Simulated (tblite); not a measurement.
Compound: C8H12N2.
Structure used (GFN2-xTB), in Å, numbered top down from 1:
```
atom  x, y, z in Å
C1    -2.9601   -0.9292   -0.1159
C2    -1.5313   -0.5118   -0.0883
C3    -0.4039   -1.3010   -0.1566
N4     0.6653   -0.4777   -0.0966
C5     2.0355   -0.8474   -0.1085
C6     2.9756   -0.1727    0.8491
C7     3.0449    0.1377   -0.6150
N8     0.2938    0.7969    0.0083
C9    -1.0290    0.8036    0.0140
C10   -1.8109    2.0636    0.1220
H11   -3.4687   -0.4947   -0.9766
H12   -3.0385   -2.0118   -0.1752
H13   -3.4745   -0.5878    0.7822
H14   -0.2944   -2.3637   -0.2443
H15    2.1666   -1.9008   -0.3212
H16    2.5506    0.5802    1.4937
H17    3.7597   -0.7620    1.2989
H18    2.6605    1.0933   -0.9337
H19    3.8788   -0.2325   -1.1908
H20   -2.5425    2.1252   -0.6824
H21   -1.1403    2.9158    0.0658
H22   -2.3475    2.0961    1.0702
```

Calculated harmonic vibrations of the isolated species, GFN2-xTB (tblite), most abundant isotopes, no scaling. The method is semi-empirical: single wavenumbers can be off by several per cent or more. One conformer, not necessarily the lowest.

Harmonic wavenumbers (cm⁻¹): 29.5, 75.2, 89.9, 110.9, 144.1, 218.0, 233.9, 279.3, 329.1, 411.8, 462.4, 593.9, 611.0, 632.2, 638.6, 772.7, 794.6, 809.3, 847.9, 948.1, 969.0, 998.2, 1015.2, 1031.3, 1033.9, 1044.5, 1067.2, 1071.0, 1076.0, 1084.2, 1131.4, 1151.2, 1195.7, 1241.3, 1326.9, 1350.8, 1387.5, 1397.3, 1405.8, 1409.1, 1440.7, 1471.2, 1475.1, 1483.0, 1483.6, 1493.5, 1527.3, 1590.7, 2993.5, 2995.8, 3008.4, 3013.8, 3041.9, 3053.8, 3060.1, 3092.9, 3094.9, 3113.8, 3129.6, 3160.7.

A = 3005, B = 869.6, C = 718.6 MHz; mass 136.100 u (most abundant isotopes); point group C1, symmetry number 1.

Problem. Zero-point energy?

Solution. Half the sum of the wavenumbers: 40572 cm⁻¹ = 116.00 kcal/mol.

Problem. Give the ideal-gas entropy at 400 K and 1 bar in the rigid-rotor, harmonic-oscillator model (classical rotation).

Solution. Translation 42.12, rotation 30.40, vibration 42.76: S = 115.3 cal/(mol K).

Problem. And Cp and H(400 K) − H(0)?

Solution. Cp = 52.02 cal/(mol K), of which vibrations give 44.07 (their classical limit is 60 R = 119.2); H(400 K) − H(0) = 11.86 kcal/mol without the zero-point energy, 8.68 from vibrations.

Problem. Blend soft modes into free rotors: weight 1/[1 + (100 cm⁻¹/ν̃)⁴] for the oscillator and the rest for a rotor with moment μB/(μ + B), μ = h/(8π²ν), B = 10⁻⁴⁴ kg m². What vibrational entropy results?

Solution. 38.80 cal/(mol K) in place of 42.76, which changes −T·S at 400 K by +1.58 kcal/mol.

Problem. Which modes carry the vibrational entropy at 400 K?

Solution. 29.5 cm⁻¹: 6.45; 75.2 cm⁻¹: 4.59; 89.9 cm⁻¹: 4.24; 110.9 cm⁻¹: 3.83; 144.1 cm⁻¹: 3.32; 218.0 cm⁻¹: 2.52 cal/(mol K); the other 54 give 17.82 together.

Hindered rotation and anharmonicity are outside this model. Other conformers, if any are populated, would add a mixing term that is left out. The structure is chiral; the term R ln 2 for an equal mix with its mirror image is left out.
